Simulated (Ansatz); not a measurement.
Start from `CC1=CC(C)=[O+][Ga-]([F])([Cl])[O]1` and change one atom or group to get `CC1=CC(C)=[O+][Al-]([OH])([OH])[O]1`.

Ansatz, PBE0-D4/def2-TZVP geometries, multiplicity 1. Each molecule was computed in one conformer, which needn't be the lowest.

Scalar relativity is left out up to krypton.

```json
{"property": "LUMO energy (PBE/def2-TZVPP) / eV", "`CC1=CC(C)=[O+][Ga-]([F])([Cl])[O]1`": "-3.20"}
{"property": "HOMO energy (ωB97M-V/def2-TZVPP) / eV", "`CC1=CC(C)=[O+][Ga-]([F])([Cl])[O]1`": "-9.97"}
{"property": "size of the dipole moment (B3LYP/def2-TZVPP) / D", "`CC1=CC(C)=[O+][Ga-]([F])([Cl])[O]1`": "6.86"}
{"property": "HOMO energy (PBE/def2-TZVPP) / eV", "`CC1=CC(C)=[O+][Ga-]([F])([Cl])[O]1`": "-6.72"}
{"property": "HOMO–LUMO gap (PBE0/def2-TZVPP) / eV", "`CC1=CC(C)=[O+][Ga-]([F])([Cl])[O]1`": "5.51"}
{"property": "size of the dipole moment (ωB97M-V/def2-TZVPP) / D", "`CC1=CC(C)=[O+][Ga-]([F])([Cl])[O]1`": "6.85"}
```

Give the same properties after the change, and the shifts. (Best estimate.)

The calculation gave: 
```tsv
property	`CC1=CC(C)=[O+][Al-]([OH])([OH])[O]1`	shift
LUMO energy (PBE/def2-TZVPP) / eV	-2.82	0.38
HOMO energy (ωB97M-V/def2-TZVPP) / eV	-9.63	0.34
size of the dipole moment (B3LYP/def2-TZVPP) / D	5.18	-1.68
HOMO energy (PBE/def2-TZVPP) / eV	-6.28	0.44
HOMO–LUMO gap (PBE0/def2-TZVPP) / eV	5.54	0.03
size of the dipole moment (ωB97M-V/def2-TZVPP) / D	5.21	-1.64
```

Dipoles are sizes alone; their direction can turn.

Positive LUMOs are unbound, so they and the gaps depend on the basis.

B3LYP here is the variant with VWN-RPA as its local correlation; programs differ in this.
